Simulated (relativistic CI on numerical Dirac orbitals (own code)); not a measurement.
## Ru+: L2,3 absorption edge

Computed with this model: Dirac-Coulomb-Breit CI, separate exchange-only KLI orbitals for each configuration, QED by a radiative potential, valence Slater integrals scaled by 0.8, multiplet model of core-to-valence dipole absorption; configurations [Kr] 4d7 → [He] 2s2 2p5 3s2 3p6 3d10 4s2 4p6 4d8; 300 K; Lorentzian 0.96 eV and Gaussian 0.5 eV FWHM. Energies are those of the free ion, without screening or charge transfer. The branching ratio is the share of the lower-energy edge in the whole absorption, uncertain by about 0.02 where the edges overlap. S is read from ⟨S²⟩ = S(S + 1).

Field parameters in Wybourne normalisation: Oh B⁴₀ = 21Dq, B⁴₄ = √(5/14) B⁴₀. The field is a parameter set, without covalency.

Peaks in eV (height, largest 100): 2838.0 (82), 2839.1 (100), 2968.5 (25).

(1) Which surroundings give this spectrum?
A. Oh, 10Dq = 16450 cm⁻¹
B. Oh, 10Dq = 12100 cm⁻¹
C. free ion
D. Oh, 10Dq = 25100 cm⁻¹

Results:

(1) B. Oh, 10Dq = 12100 cm⁻¹, where the ground state has S = 1.11.
